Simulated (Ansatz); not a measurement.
`[SiH3][BH][GaH2]` + H₂O → `O[BH][GaH2]` + SiH₄ at 700 K and 1 bar (formal hydrolysis of a B–Si bond).

Isolated molecules relaxed with PBE0-D4/def2-TZVP in Ansatz; ΔE leaves out vibrations. CCSD(T)/CBS is the MP2 limit (def2-TZVPP, def2-QZVPP) plus CCSD(T) − MP2 in def2-TZVPP, frozen cores. This one scheme is used for every species. For Ga outer-core shells are correlated without core-valence functions, which leaves a few kJ/mol of doubt a bond. Scalar relativity is left out up to krypton. Each species was taken in one conformer, which may not be the lowest.

```json
{"species": "`[SiH3][BH][GaH2]`", "CCSD(T)/CBS energy (Eh)": "-2241.35179", "H − E (kJ/mol)": "202.4", "S (J/(mol·K))": "454.2"}
{"species": "H₂O", "CCSD(T)/CBS energy (Eh)": "-76.37941", "H − E (kJ/mol)": "80.5", "S (J/(mol·K))": "218.4"}
{"species": "`O[BH][GaH2]`", "CCSD(T)/CBS energy (Eh)": "-2026.31965", "H − E (kJ/mol)": "162.0", "S (J/(mol·K))": "386.4"}
{"species": "SiH₄", "CCSD(T)/CBS energy (Eh)": "-291.46306", "H − E (kJ/mol)": "115.5", "S (J/(mol·K))": "252.9"}
```

H − E and S are ideal-gas, rigid-rotor, harmonic terms from PBE0-D4/def2-TZVP, for one conformer and one mirror image of each species. 1 Eh = 2625.50 kJ/mol, R = 8.31446 J/(mol·K).

By hand: ΔE, ΔH, ΔS and ΔG.

ΔE = (-2026.31965) + (-291.46306) − (-2241.35179) − (-76.37941) = -0.05151 Eh = -135.2 kJ/mol. Δ(H − E) = 162.0 + 115.5 − 202.4 − 80.5 = -5.4, so ΔH = -140.6 kJ/mol. ΔS = 386.4 + 252.9 − 454.2 − 218.4 = -33.3 J/(mol·K). ΔG = -140.6 − 700 × (-33.3)/1000 = -117.3 kJ/mol.

By hand: the equilibrium constant, and the temperature at which ΔG would vanish if ΔH and ΔS stayed fixed.

log₁₀ K = −ΔG/(RT ln 10) = 8.8. ΔG = 0 at ΔH/ΔS = 4222 K, far beyond where these terms or the molecules hold.

ΔH outweighs TΔS. A doubt of 5 kJ/mol in ΔE shifts log₁₀ K by 0.4 here. Other conformers and mirror images would add mixing entropy, several J/(mol·K) or more a flexible species. Modes under 60 cm⁻¹, often nearly free rotors, make the harmonic entropy too high. These are equilibria of isolated gas molecules and say nothing of rates. Largest T1 diagnostic: 0.015 (customary marks: 0.02 for closed shells, 0.045 for open ones).
